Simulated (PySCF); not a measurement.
## Working with the constants of TaBr

r²SCAN constants of TaBr, quintet, unpaired electrons σ ↑, π ↑, δ ↑↑, a mixture of terms (⟨Lz²⟩ = 1.3) (basis Ta def2-TZVPP with ECP60, Br def2-TZVPP; scalar-relativistic core potentials; PySCF 2.14; masses 180.9480 and 78.9183 u):

```
ωe              : 247.9 cm⁻¹
ωexe            : 0.554 cm⁻¹
Be              : 0.050965 cm⁻¹
αe              : 0.000152 cm⁻¹
D (centrifugal) : 8.62e-09 cm⁻¹
```

Question: Give the vibrational terms G(v) and spacings up to v = 6.

Answer: G(v) = ωe(v+½) − ωexe(v+½)².

```
v  G(v) (cm⁻¹)  G(v) − G(v−1)  Bv (cm⁻¹)
0        123.8                   0.05089
1        370.6          246.8    0.05074
2        616.3          245.7    0.05059
3        860.9          244.6    0.05043
4       1104.3          243.5    0.05028
5       1346.7          242.4    0.05013
6       1587.9          241.3    0.04998
```

De is left out where the level can put another filling of the metal’s s and d shells below the measured ground configuration, by anything from nothing to about 1 eV. These are scalar-relativistic numbers at best; spin–orbit coupling would shift them, the dissociation energy most. The state is the lowest single determinant that the PBE0 search found; with open d or f shells the true ground state can be another one.
